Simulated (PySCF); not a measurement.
Si(Cl)(Br)(vinyl)(NH2) (C2H5BrClNSi), SMILES C=C[Si](N)(Cl)Br. Atoms are numbered in the order given.

```xyz
11

C     -2.5474    -0.5680    -1.5674
C     -1.7772     0.3421    -0.9556
Si    -0.0019     0.0067    -0.5526
N      0.5709    -1.3715    -1.3976
Cl     1.0585     1.7586    -0.9657
Br     0.2849    -0.4338     1.6239
H     -2.1548    -1.5529    -1.8419
H     -3.5964    -0.3698    -1.8141
H     -2.1991     1.3183    -0.6883
H      1.3418    -1.9037    -1.0050
H      0.6206    -1.3425    -2.4129
```
Charge 0, spin multiplicity 1.

Geometry optimised at B3LYP-D3(BJ)/def2-SVP. The values are those of a single conformer.

Vertical ionisation energy (IE) and electron affinity (EA) in eV. Rows of orbital energies are one-electron estimates. Where ΔSCF, EOM or ADC give a negative EA the extra electron is unbound and the value depends on the basis.

```tsv
level	IE	EA
−ε(HOMO), −ε(LUMO), HF/def2-TZVP (PySCF)	10.64	-2.70
−ε(HOMO), −ε(LUMO), PBE/def2-TZVP (PySCF)	6.65	2.02
```
